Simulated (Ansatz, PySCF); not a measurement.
Molecule: C3H2, charge 0, multiplicity 1. 
Geometry from a B3LYP-D3(BJ)/def2-TZVP (Ansatz, a program for electronic structure) optimisation:
```xyz
5

C     -0.0184    -0.0120    -1.1190
C      0.0033     0.0022     0.2011
H      0.8505     0.2726    -1.7068
H     -0.9061    -0.3089    -1.6717
C      0.0244     0.0159     1.4810
```

Dipole moments at this geometry, in debye (magnitudes).

```tsv
level	program	dipole (D)
PBE/def2-TZVPD	Ansatz	4.43
M06-L/def2-TZVPD	PySCF	4.33
B97M-V/def2-TZVPD	Ansatz	4.36
PBE0/def2-TZVPD	Ansatz	[?]
CCSD(T)/aug-cc-pVDZ	Ansatz	[?]
```

What belongs in the gaps?


- PBE0/def2-TZVPD, dipole (D): 4.40
- CCSD(T)/aug-cc-pVDZ, dipole (D): 4.20
